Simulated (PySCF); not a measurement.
Structure elucidation problem

Molecular formula: C₅H₅FOSi. Simulated spectra:

¹H NMR (500 MHz, computed): δ 10.34 (m, 1H), 6.52 (m, 1H), 4.94 (m, 2H), 2.28 (t, 1H).

¹³C{¹H} NMR (computed): δ 199.3 (C), 193.0 (CH), 134.7 (CH), 109.5 (CH), 82.5 (C).

- σ from GIAO-PBE0/pcSseg-1
- geometry from GFN2-xTB
- run in PySCF 2.14
- no solvent model, no relativistic terms, single conformer, equivalent nuclei averaged

Scale: TMS for ¹H (31.72 ppm), ¹³C (186.93 ppm) (reference shieldings calculated alike).

Task: Which candidate is it?
A. C#C[Si@@H](F)C(=O)C=C
B. C#C[SiH2]/C(F)=C\C=O
C. C#C[Si@@H]1[C@H](C=O)[C@@H]1F

Result: B. 

- The formula gives 4 degrees of unsaturation (no ring in the answer).
- 5 carbon signals for 5 carbons: no two carbons are equivalent.
- Carbon types of the structure: 2 × C, 3 × CH, leaving 2 H on heteroatoms.
- δC 199.3: β carbon of a C=C–C=O unit; conjugation with the carbonyl draws π density from the β position.
- δC 193.0: aldehyde carbonyl carbon; low-lying n→π* states of the double bond to the heteroatom give a large paramagnetic term (-259 ppm).
- δC 134.7: α carbon of a C=C–C=O unit; as expected for a trigonal carbon in a double bond.
- δC 82.5: alkyne carbon; sp carbons lie upfield of alkene carbons because the cylindrical π system leaves one tensor component strongly shielded.
- δH 10.34: hydrogen on an aldehyde carbonyl carbon; the formyl region, downfield of aromatic protons.

The others: C#C[Si@@H](F)C(=O)C=C would give 5 signals for carbon-bound and other non-exchanging H, not 4; C#C[Si@@H]1[C@H](C=O)[C@@H]1F would give 5 signals for carbon-bound and other non-exchanging H, not 4.

Splittings by ¹⁹F in the carbon and heteronuclear signals aren't shown, as no couplings were computed. Shifts are as computed. Against solution values, carbons near 30 ppm lie about +3 ppm off and those near 130 ppm about +5 ppm. Of 1309 compounds with measured shifts, 239 miss one by over three times the rms of a fit or turn the order of signals round; such compounds aren't used in these exercises. No couplings were computed; multiplicities are counted from neighbouring protons, with m where these are inequivalent, close in shift, in a saturated or five-membered ring or joined by F or P, and br s for small geminal =CH2 splittings.
